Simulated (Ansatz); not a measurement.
(MgSe)4 ring (Mg₄Se₄), 8 atoms. Hardware: 4 threads of Arm Neoverse V1 on a shared host.

Correlated methods freeze 40 core orbitals; core or outer-core shells of Mg, Se are correlated, in sets that lack core-valence functions.

(1) How many basis functions does each of these Ansatz runs have, and roughly what does it cost? PBE-D4/def2-TZVP, charge 0 singlet, energy and forces, from earlier orbitals; RPA@PBE/def2-TZVP, charge 0 singlet, energy, from earlier orbitals; PBE-D4/def2-SVP, charge 0 singlet, energy, from earlier orbitals; r2SCAN-D4/def2-TZVP, charge 0 singlet, energy, from earlier orbitals; PBE0-D4/def2-TZVP, charge 0 singlet, energy, from earlier orbitals; BHLYP-D4/def2-TZVP, charge 0 singlet, energy, from earlier orbitals; MP2/def2-TZVP, charge 0 singlet, energy, from earlier orbitals; HF/STO-3G, charge 0 singlet, energy; r2SCAN-D4/def2-SVP, charge 0 singlet, relaxation, 3 steps; PBE0-D4/def2-SVP, charge 0 singlet, energy, from earlier orbitals.

## Answers

(1) Other jobs shared the machine, so times can vary by a factor of up to 3. A dash marks memory too small to be measured apart from the calling script's.

```
                                                                         run  functions  fitting or Cholesky vectors  wall time  peak host memory (GiB)
                                         HF/STO-3G, charge 0 singlet, energy        108                         1047      1.1 s                       –
            PBE-D4/def2-SVP, charge 0 singlet, energy, from earlier orbitals        200                         2100      5.5 s                       –
           PBE0-D4/def2-SVP, charge 0 singlet, energy, from earlier orbitals        200                         1804        8 s                    0.78
PBE-D4/def2-TZVP, charge 0 singlet, energy and forces, from earlier orbitals        320                         2700       11 s                    0.85
        r2SCAN-D4/def2-TZVP, charge 0 singlet, energy, from earlier orbitals        320                         2700       17 s                     0.9
                   r2SCAN-D4/def2-SVP, charge 0 singlet, relaxation, 3 steps        200                         2100       21 s                       –
         BHLYP-D4/def2-TZVP, charge 0 singlet, energy, from earlier orbitals        320                         2435       21 s                     1.5
          PBE0-D4/def2-TZVP, charge 0 singlet, energy, from earlier orbitals        320                         2435       21 s                     1.5
          RPA@PBE/def2-TZVP, charge 0 singlet, energy, from earlier orbitals        320                         2435       24 s                     1.2
              MP2/def2-TZVP, charge 0 singlet, energy, from earlier orbitals        320                         2435       25 s                     1.5
```
